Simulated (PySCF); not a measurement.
SnI, SMILES [Sn+][I] (connectivity only; charge and spin as stated), charge +1, multiplicity 1. Heavy atoms are numbered as in [Sn+:1][I:2].

The structure is a stationary point at B3LYP-D3(BJ)/def2-TZVP. The multiplicity is an assumed one; other spin states were not compared. The def2 effective core potentials stand for the cores of I, Sn; spin–orbit coupling is left out.

All values below come from r2SCAN/def2-TZVPD (PySCF).

Mulliken values depend strongly on the basis, most of all with diffuse functions as here. ESP charges are fitted to the potential on shells at 1.4 to 2.0 van der Waals radii. Atomic charges (e), one atom of each kind:

```csv
atom,Mulliken,ESP fit
Sn1,0.91,0.81
I2,0.09,0.19
```
